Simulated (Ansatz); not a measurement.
Cartesian coordinates in Å:
```
F 0.7536 0.3255 1.5074
Ge 0.0469 -0.0122 0.0005
F 0.9177 0.8429 -1.1805
F 0.2537 -1.6698 -0.3059
Cl -1.9719 0.5136 -0.0215
```

Charge 0, multiplicity 1.

Problem. List the PBE0/def2-TZVPP orbital energies in eV (the Gaussian-basis code of Ansatz). (Best estimate.)

Solution. Ansatz gave: Occupied: -10863.36, -2768.85, -1361.39, -1211.22, -1211.21, -1211.21, -674.71, -674.71, -674.71, -260.68, -198.99, -198.81, -198.81, -174.36, -124.18, -124.16, -124.16, -37.52, -37.52, -37.18, -36.96, -36.96, -34.05, -33.02, -33.02, -24.42, -17.16, -14.52, -14.52, -14.09, -12.97, -12.97, -12.62, -12.62, -12.39, -12.11, -10.66, -10.66. Lowest empty: -1.77, 1.05, 1.05, 1.95, 4.13, 5.79, 5.79, 6.05.
